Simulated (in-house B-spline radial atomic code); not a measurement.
Values are calculated unless marked as measured or tabulated.
## Correlation energy from the adiabatic connection: −V exp(−r²/w²), V = 0.74, w = 13.3

Two electrons in a singlet, external potential −V exp(−r²/w²), V = 0.74, w = 13.3 (atomic units). Full CI in B-splines (partial waves to l = 8, correlation up to 0.6 % small) with the density held fixed gives W(λ) = <V_ee>_λ − U, and E_c is the integral of W(λ) − W(0) from 0 to 1.

```csv
λ,W(λ) − W(0) (hartree)
0,0.00000
0.02,-0.00201
0.05,-0.00485
0.12,-0.01070
0.25,-0.01931
0.4,-0.02665
0.6,-0.03367
0.8,-0.03872
1,-0.04253
```

(1) Integrate the table by the trapezoid rule.

(2) Now use only three numbers: W(0) = -0.18899, the initial slope W'(0) = -0.1031 (extrapolated from the first points) and the strong-coupling limit of the point-charge-plus-continuum model, W∞ = -0.25739. What do second-order theory and the interpolation W(λ) = W∞ + (W(0) − W∞)/√(1 + 2χλ) of Seidl, Perdew and Levy give?

Results:

(1) The strips give -0.00002, -0.00010, -0.00054, -0.00195, -0.00345, -0.00603, -0.00724, -0.00812, which sum to -0.02746 hartree. The direct value, W(1) − W(0) + T_c with T_c = 0.01492, is -0.02761; the curve is convex, so chords lie above it and the trapezoids fall short in size by 0.54 %.

(2) Second order keeps the slope alone: E_c = W'(0)/2 = -0.05155, +87 % in size against -0.02761. Matching the slope fixes χ = W'(0)/(W∞ − W(0)) = -0.1031/(-0.06840) = 1.50731. Integrating, with s = √(1 + 2χ) = 2.003652, E_c = −(W(0) − W∞)(s − 1)/(s + 1) = −0.06840 × 1.003652/3.003652 = -0.02286 hartree, -17.2 % in size against the full result. At λ = 1 the formula gives W − W(0) = -0.03426 against -0.04253. Part of the miss can come from the model's W∞.
